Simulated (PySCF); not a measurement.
Level of theory: PBE-D3(BJ)/def2-TZVP // CAM-B3LYP-D3(BJ)/def2-TZVP in PySCF. Gas-phase values, no solvent. 

Reference species (SMILES): `[F][Al][F]` (neutral, multiplicity 2).

```yaml
highest_occupied_spin_orbital: -5.94 eV
dipole_moment: 1.69 D
```

Changed species: `[NH2][Al][F]` (radical fragment; the reference has radical fragment).

### Question
Predict the effect on the highest occupied spin orbital and dipole moment.

### Answer
the highest occupied spin orbital rises by 0.83 eV, to -5.11 eV; the dipole moment rises by 0.52 D, to 2.21 D.
